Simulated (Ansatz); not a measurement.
AlClGa$_{2}$H$_{5}$N, SMILES `[AlH2][NH][Ga]([Cl])[GaH2]`. Total charge 0; spin multiplicity 1.

Z-matrix (Å, degrees):
```
Al
Ga 1 2.995
N 1 1.754 2 35.8
H 1 1.573 2 167.8 3 0.1
H 1 1.643 2 76.0 3 -180.0
Ga 2 2.459 1 70.6 3 180.0
Cl 2 2.158 1 146.4 3 -0.0
H 3 1.010 1 127.0 2 180.0
H 6 1.568 2 118.6 1 95.7
H 6 1.568 2 118.6 1 -95.7
```

(1) What are the harmonic wavenumbers in cm⁻¹ at PBE0-D4/def2-TZVP (Ansatz, finite differences of forces, unscaled)? (Estimate.)

(2) Is this a minimum?

(3) Give the ideal-gas thermochemistry at 298.15 K and 1 bar (rigid rotor, harmonic oscillator; point group Cs, symmetry number 1).

## Answers

(1) Ansatz gave: 69, 96, 121, 143, 191, 224, 238, 374, 417, 448, 482, 580, 583, 641, 661, 724, 839, 931, 993, 1738, 1957, 1965, 1978, 3613.

(2) Yes, all 24 modes are real.

(3) Zero-point energy 119.7 kJ/mol; H(298) − E = 146.6 kJ/mol; entropy 408.6 J/(mol·K), of which translation 176.2, rotation 126.2, vibration 106.3; G(298) − E = 24.8 kJ/mol. Modes under 100 cm⁻¹ are hindered rotations or soft bends, so the harmonic entropy is rough.
